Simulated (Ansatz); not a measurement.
CH7FOSi2 can be A, `F[SiH2]OC[SiH3]`, or B, `C[Si](O)(F)[SiH3]`.

Program: Ansatz. Geometries: PBE0-D4/def2-TZVP. ΔE: electronic, gas phase. CCSD(T)/CBS adds triple-zeta CCSD(T) − MP2 to the extrapolated MP2 energy (def2 sets, frozen cores). Functionals use def2-TZVPP. B3LYP here is the variant with VWN-RPA as its local correlation; programs differ in this. One conformer a species, not always the lowest.

(1) Which isomer does CCSD(T)/CBS put lower? Give the gap. (An estimate is asked.)

(2) Give E(B) − E(A) in kcal/mol with HF/def2-TZVPP, ωB97M-V, B2PLYP, B3LYP, CCSD(T)/def2-TZVPP, PBE-D4, CCSD/def2-TZVPP. (An estimate is asked.)

Largest T1 diagnostic: 0.012.

## Answers

(1) Computed: B, by 27.8 kcal/mol.

(2) The calculation gave: HF/def2-TZVPP -22.4, ωB97M-V -26.8, B2PLYP -26.3, B3LYP -26.1, CCSD(T)/def2-TZVPP -26.9, PBE-D4 -30.4, CCSD/def2-TZVPP -26.5. None reverses the order clearly.

In def2-TZVPP, CCSD(T) changes the Hartree–Fock value by −4.6 kcal/mol (the triples alone add −0.4 kcal/mol) and MP2 by −4.7 kcal/mol.
